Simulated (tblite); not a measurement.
Species: C5H7NOSi2.
SMILES with atom numbers: `[CH:1]#[C:2][C:3]#[C:4][Si@@H:5]([CH:6]=[O:7])[SiH2:8][NH2:9]` (hydrogens: H10 on C1; H11 on Si5; H12 on C6; H13, H14 on Si8; H15, H16 on N9)

Computed geometry: GFN2-xTB, gas phase.

Q: List the bond lengths, angles and torsions at this level.

A: 
| bond | length (Å) |
| --- | --- |
| C1≡C2 | 1.206 |
| C2–C3 | 1.357 |
| C3≡C4 | 1.215 |
| C4–Si5 | 1.845 |
| Si5–C6 | 1.926 |
| C6=O7 | 1.209 |
| Si5–Si8 | 2.314 |
| Si8–N9 | 1.717 |
| C1–H10 | 1.048 |
| Si5–H11 | 1.475 |
| C6–H12 | 1.111 |
| Si8–H13 | 1.466 |
| Si8–H14 | 1.478 |
| N9–H15, N9–H16 | 1.008 |

Bonds in one row agree within 0.01 Å and their mean is given. A selection of angles:
| angle | degrees |
| --- | --- |
| C2–C1–H10 | 179.9 |
| C1–C2–C3 | 179.5 |
| C2–C3–C4 | 178.8 |
| C3–C4–Si5 | 177.4 |
| C4–Si5–C6 | 103.0 |
| C4–Si5–Si8 | 117.7 |
| C4–Si5–H11 | 105.3 |
| C6–Si5–Si8 | 108.9 |
| C6–Si5–H11 | 103.6 |
| Si8–Si5–H11 | 116.7 |
| Si5–C6–O7 | 121.8 |
| Si5–C6–H12 | 119.4 |
| O7–C6–H12 | 118.8 |
| Si5–Si8–N9 | 104.9 |
| Si5–Si8–H13 | 114.4 |
| Si5–Si8–H14 | 110.0 |
| N9–Si8–H13 | 105.4 |
| N9–Si8–H14 | 115.4 |
| H13–Si8–H14 | 106.9 |
| Si8–N9–H15 | 119.4 |
| Si8–N9–H16 | 120.6 |
| H15–N9–H16 | 110.1 |

Torsions: C4–Si5–C6–O7 162° (antiperiplanar); C4–Si5–Si8–N9 -109° (anticlinal).

Of the pairs four or more bonds apart, those above aside, C6···H15 is among the closest relative to their van der Waals radii: 2.89 Å, 100 % of the sum of Bondi's values. Si5 (SiH silicon) is distorted tetrahedral (angles from 103.0° to 117.7°). N9 (silicon-bound nitrogen) has angles 120.6°, 119.4° and 110.1°, sum 350.1°, 0.22 Å off the plane of its three neighbours. The C–Si distances run from 1.845 Å (C4–Si5, drawn single) to 1.926 Å (Si5–C6, drawn single), a spread of 0.081 Å. Si8 (SiH2 silicon) is distorted tetrahedral (angles from 104.9° to 115.4°). The C–C distances run from 1.206 Å (C1≡C2, drawn triple) to 1.357 Å (C2–C3, drawn single), a spread of 0.151 Å. H15 on N9 lies 2.31 Å from O7, 5 bonds away (angle at H 135°; Bondi radii sum to 2.72 Å).

Point group: C1 (no symmetry element, even within 0.4 Å). Its GFN2-xTB frequencies are all real (lowest 22 cm⁻¹). One conformer, not necessarily the lowest (C4–Si5–C6–O7 162°, C4–Si5–Si8–N9 -109°, Si5–Si8–N9–H -38° and 180°). 3 starts were optimised and ended at 0.00, 0.43 and 0.46 kcal/mol (GFN2-xTB); the lowest of these is shown.
